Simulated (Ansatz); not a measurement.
A nudged elastic band was laid between two geometries of H7PSi2Te (11 atoms, charge 0, multiplicity 1).

Theory: Ansatz, RHF/def2-SVP.

```yaml
movable_images: 5
climbing_image: yes
spring: 5.0 eV/Å²
optimiser: quadratic models (default)
start_path: IDPP
force_threshold: 0.2 eV/Å
iteration_limit: 60
end_points: relaxed
```

Initial state:

```xyz
11
Properties=species:S:1:pos:R:3
Si -1.052 1.263 0.461
Si 0.131 -0.274 -0.899
P 2.307 -0.606 -0.284
Te -1.078 -2.504 -0.951
H -2.409 1.495 -0.088
H -1.161 0.705 1.830
H -0.318 2.551 0.522
H 0.125 0.165 -2.315
H 2.017 -0.960 1.053
H 2.601 0.750 -0.003
H -1.096 -2.641 0.694
```

Final state:

```xyz
11
Properties=species:S:1:pos:R:3
Si -1.167 1.367 0.484
Si 0.093 -0.297 -0.637
P 2.137 -0.536 0.352
Te -1.131 -2.518 -0.571
H -2.445 1.587 -0.231
H -1.442 0.916 1.869
H -0.406 2.640 0.532
H 0.188 0.003 -2.086
H 2.706 -1.335 -0.662
H 2.670 0.692 -0.107
H -1.139 -2.577 1.077
```

Task: Which bonds break or form, and what moves?

Result: No bond is made or broken. The height of P3 over the plane of its neighbours goes from -0.82 to 0.82 Å.

Task: Give the energies along the band, and the barrier.

Result: It converged. The highest image is number 3 of 0 to 6, 1.10 eV above the first end and 1.11 eV above the last; the last end lies 0.01 eV below the first. The threshold of 0.2 eV/Å is loose, so the images may lie well off the minimum-energy path. The order of the stationary point at the top wasn't checked.

```csv
image,path coordinate (Å),energy (eV),height of P3 over the plane of its neighbours (Å)
0,0.00,0.00,-0.82
1,0.60,0.02,-0.80
2,1.20,0.18,-0.65
3,1.79,1.10,-0.02
4,2.29,0.35,0.52
5,2.78,0.03,0.77
6,3.27,-0.01,0.82
```

Task: What is the geometry of the highest image?

Result: 
```xyz
11
Properties=species:S:1:pos:R:3
Si -1.207 1.387 0.266
Si 0.070 -0.275 -0.838
P 2.044 -0.374 0.132
Te -0.933 -2.584 -0.700
H -2.492 1.659 -0.425
H -1.469 0.901 1.641
H -0.417 2.642 0.335
H 0.141 -0.050 -2.298
H 2.613 -1.575 0.513
H 2.799 0.742 0.452
H -1.083 -2.530 0.943
```

The band took 5 iterations and roughly 2.3 core-minutes.

Time of the run: 70 s on 2 threads of Arm Neoverse V1, with other jobs on the host, peak memory 0.29 GiB.
